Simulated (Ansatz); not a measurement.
Reaction (cleavage of the Al–Si bond): `CO[SiH2][AlH2]` + `CC(O)O` → `CC(O)[O][AlH2]` + `CO[SiH3]`

Gas-phase electronic energies from Ansatz, PBE0-D4/def2-TZVP geometries. CBS: MP2 limit from def2 TZ/QZ plus the TZ coupled-cluster correction, frozen cores. DFT in def2-TZVPP. Each species was taken in one conformer, which may not be the lowest.

```json
{"level": "r2SCANh-D4", "ΔE (kJ/mol)": "-141.7"}
{"level": "PBE", "ΔE (kJ/mol)": "-120.6"}
```

**Question.** What does CCSD(T)/CBS give? (Best estimate.)

**Answer.** The calculation gave: -142.7 kJ/mol. The listed levels differ from it by 1.0, 22.1 kJ/mol.

Largest T1 diagnostic among the species: 0.012.

Leaving LDA and LC-ωPBE aside and taking each functional with its dispersion term where it has one, the values, not all of them listed here, spread over 28.1 kJ/mol, from CAM-B3LYP-D4 to PBE-D4. LDA lies −6.3 kJ/mol from PBE without D4. From BLYP to BHLYP (50 % exact exchange), in def2-TZVPP and without D4, ΔE moves by −9.6 kJ/mol.
